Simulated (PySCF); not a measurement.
# Two-component Hartree-Fock for Os⁵⁸⁺ (osmium, charge +58)

Start: [Ar]. Calculated with PySCF 2.14 in an uncontracted even-tempered set (18 s from 18 bohr⁻², ratio 2.4; 14 p from 23 bohr⁻², ratio 2.4; 4 d from 84 bohr⁻², ratio 2.6; 4 f from 130 bohr⁻², ratio 2.6): generalised Hartree-Fock with the X2C-1e Hamiltonian and a Gaussian nucleus; one run each with spin-orbit coupling (SO) switched off, then screened by Boettger's factors.

```csv
spinor shell,electrons,"ε, spin-free (eV)","ε, screened SO (eV)",weight of nominal j (screened SO),"rms radius, screened SO (bohr)"
1s1/2,2,-78622.1,-78599.1,1.000,0.0200
2s1/2,2,-17292.1,-17285.3,1.000,0.0801
2p1/2,2,-15625.0,-16741.5,1.000,0.0679
2p3/2,4,-15625.0,-15178.8,1.000,0.0752
3s1/2,2,-6747.1,-6745.1,1.000,0.194
3p1/2,2,-6236.7,-6522.1,1.000,0.184
3p3/2,4,-6236.7,-6120.4,1.000,0.196
```

```tsv
quantity	spin-free	screened SO
E (hartree)	-13728.56596	-13750.58840
M_J	0	0
⟨J²⟩	0.000	0.000
⟨L²⟩	0.000	0.062
⟨S²⟩	0.000	0.062
```

Breit and QED terms are absent; they matter most for the inner s and p1/2 levels.

Densities and radii are taken from the X2C orbitals without a picture-change correction, which distorts them close to the nucleus.

Without spin-orbit coupling the j labels of p, d and f shells carry no meaning; the spin-free column gives the mean over the occupied spinors of each nl shell.
